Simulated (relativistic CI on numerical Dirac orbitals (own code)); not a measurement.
# Electric-dipole lines of Cs4+

Computed by Dirac-Coulomb-Breit CI, orbitals from a KLI potential per configuration, model QED (radiative potential, 1s self-energy scaled to tabulated hydrogen-like ionisation energies), valence Slater integrals scaled by 0.85, configuration energies shifted to the measured levels that pair with them (semi-empirical) (own radial code, finite nucleus).

Configuration list (outside the closed core [Kr] 4d10): 5s2.5p3, 5s.5p4, 5s2.5p2.5d, 5s2.5p2.6s, 5p5, 5s2.5p.5d2, 5s2.5p.4f2, 5s.5p3.5d, 5s2.5p2.4f, 5s2.5p2.5f, 5s2.5p2.5g, 5s2.5p2.6p, 5s2.5p.4f.5d, 5s.5p3.5f, 5p3.5d2, 5p3.4f2, 5s2.5p.5f2, 5s.5p3.5g, 5s2.5p2.6d, 5s2.5p2.7s, 5s.5p3.4f, 5s2.5p2.7p, 5s2.5p.5g2, 5p4.5d, 5p4.4f, 5s.5p3.6s, 5s.5p2.4f.5d, 5s2.5p2.6f, 5s2.5p2.7d, 5s.5p2.5d2. Levels of other configurations are missing.

| λ vac (nm) | Lower | Upper | A (s⁻¹) | E lower (cm⁻¹) | E upper (cm⁻¹) |
| --- | --- | --- | --- | --- | --- |
| 45.923 | 5s2.5p3 4S°_3/2 [1] | 5s2.5p2.6s 4P_5/2 [70] | 2.88e+09 | 0.0 | 217757.8 |
| 46.285 | 5s2.5p3 2D°_5/2 [3] | 5s2.5p2.6s 2D_5/2 [78] | 3.72e+09 | 20162.8 | 236214.7 |
| 48.873 | 5s2.5p3 2D°_3/2 [2] | 5s2.5p2.5d 2S_1/2 [71] | 8.44e+09 | 14849.6 | 219462.0 |
| 49.308 | 5s2.5p3 2D°_5/2 [3] | 5s2.5p2.6s 2D_3/2 [72] | 5.14e+09 | 20162.8 | 222968.4 |
| 49.561 | 5s2.5p3 2D°_3/2 [2] | 5s2.5p2.6s 2P_1/2 [69] | 6.72e+09 | 14849.6 | 216621.7 |
| 49.600 | 5s2.5p3 4S°_3/2 [1] | 5s2.5p2.5d 2D_5/2 [52] | 3.29e+09 | 0.0 | 201612.9 |
| 50.678 | 5s2.5p3 2P°_3/2 [5] | 5s2.5p2.6s 2D_3/2 [79] | 1.39e+10 | 41042.4 | 238366.0 |
| 51.004 | 5s2.5p3 2P°_1/2 [4] | 5s2.5p2.5d 2D_3/2 [74] | 2.17e+10 | 30790.9 | 226853.7 |
| 51.113 | 5s2.5p3 2D°_3/2 [2] | 5s2.5p2.5d 2D_5/2 [61] | 2.26e+09 | 14849.6 | 210495.4 |
| 51.195 | 5s2.5p3 4S°_3/2 [1] | 5s2.5p2.5d 2D_3/2 [45] | 8.08e+09 | 0.0 | 195330.1 |
| 51.237 | 5s2.5p3 2P°_3/2 [5] | 5s2.5p2.6s 2D_5/2 [78] | 2.68e+09 | 41042.4 | 236214.7 |
| 51.485 | 5s2.5p3 2D°_3/2 [2] | 5s2.5p2.5d 2F_5/2 [59] | 1.82e+10 | 14849.6 | 209079.1 |
| 51.787 | 5s2.5p3 2D°_5/2 [3] | 5s2.5p2.5d 2F_7/2 [63] | 3.87e+10 | 20162.8 | 213263.3 |
| 51.789 | 5s2.5p3 4S°_3/2 [1] | 5s2.5p2.5d 4P_1/2 [43] | 3.19e+10 | 0.0 | 193091.4 |
| 51.825 | 5s2.5p3 2D°_3/2 [2] | 5s2.5p2.5d 2D_3/2 [57] | 2.39e+10 | 14849.6 | 207805.7 |
| 52.035 | 5s2.5p3 2P°_1/2 [4] | 5s2.5p2.6s 2D_3/2 [72] | 1.01e+10 | 30790.9 | 222968.4 |
| 52.071 | 5s2.5p3 4S°_3/2 [1] | 5s2.5p2.5d 4P_3/2 [41] | 2.39e+10 | 0.0 | 192045.0 |
| 52.732 | 5s2.5p3 4S°_3/2 [1] | 5s2.5p2.5d 4P_5/2 [38] | 2.98e+10 | 0.0 | 189637.2 |
| 52.933 | 5s2.5p3 2D°_5/2 [3] | 5s2.5p2.5d 2F_5/2 [59] | 1.85e+10 | 20162.8 | 209079.1 |
| 53.293 | 5s2.5p3 2D°_5/2 [3] | 5s2.5p2.5d 2D_3/2 [57] | 6.05e+09 | 20162.8 | 207805.7 |
| 53.544 | 5s2.5p3 2D°_3/2 [2] | 5s2.5p2.5d 2D_5/2 [52] | 1.54e+10 | 14849.6 | 201612.9 |
| 53.693 | 5s2.5p3 2D°_3/2 [2] | 5s2.5p2.5d 2P_1/2 [51] | 1.88e+10 | 14849.6 | 201093.0 |
| 53.794 | 5s2.5p3 2P°_3/2 [5] | 5s2.5p2.5d 2D_5/2 [75] | 3.25e+10 | 41042.4 | 226936.2 |
| 53.812 | 5s2.5p3 2P°_1/2 [4] | 5s2.5p2.6s 2P_1/2 [69] | 1.32e+10 | 30790.9 | 216621.7 |
| 53.818 | 5s2.5p3 2P°_3/2 [5] | 5s2.5p2.5d 2D_3/2 [74] | 7.65e+09 | 41042.4 | 226853.7 |
| 54.967 | 5s2.5p3 2P°_3/2 [5] | 5s2.5p2.6s 2D_3/2 [72] | 5.96e+09 | 41042.4 | 222968.4 |
| 55.112 | 5s2.5p3 2D°_5/2 [3] | 5s2.5p2.5d 2D_5/2 [52] | 8.89e+09 | 20162.8 | 201612.9 |
| 56.048 | 5s2.5p3 2P°_3/2 [5] | 5s2.5p2.5d 2S_1/2 [71] | 2.40e+10 | 41042.4 | 219462.0 |
| 56.838 | 5s2.5p3 2P°_1/2 [4] | 5s2.5p2.5d 2P_1/2 [55] | 1.12e+10 | 30790.9 | 206728.4 |
| 57.179 | 5s2.5p3 2P°_3/2 [5] | 5s2.5p2.5d 2P_3/2 [67] | 7.11e+09 | 41042.4 | 215930.7 |

Terms are leading LS components. Brackets give the number of a level in order of energy, since labels repeat. The list gives strong lines, with weight on those to low levels, without configurations that were not tied to measured data, without lines whose two gauges differ by over a factor of 2.5, among the lowest 400 of 2169 levels, so that lines to higher ones, which can be the strongest, are missing. Levels whose partners in the same complex of configurations lie outside the list can be far off, and so can their lines. Rates are taken at the computed energies, electric ones in the length gauge.

Configurations whose levels could be paired with our table of measured levels were shifted onto them, all but the ground configuration, by the median error of their levels; single terms can still be off by 1,000 to 2,000 cm⁻¹ or more, and rates follow the energies as ν³ (E1, M1) or ν⁵ (E2). The others borrow a shift and can be off by several thousand cm⁻¹ or more. Levels and lines within the n = 5 or 6 shells can be off by up to 10 % or somewhat more, and those that change n by about 2 %, since core polarisation is missing. 23 of the 44 excited levels that our extract of the measured tables holds in this range could be paired (the sources list more); they are missed by 949 cm⁻¹ on average and 3014 at most, after the shifts were fitted to these levels, and levels without a partner can miss by more. The lowest levels of unpaired configurations miss by -10144 (5s 5p4). Levels that differ in their count of f electrons can be misplaced by several ten thousand cm⁻¹, since the correlation energy of f electrons is missing or only estimated; rates across such gaps can be off by orders of magnitude.

LS names give the leading component of a level, which can be under half, so a name can repeat, a term be missing and a line seem to break the LS rules.
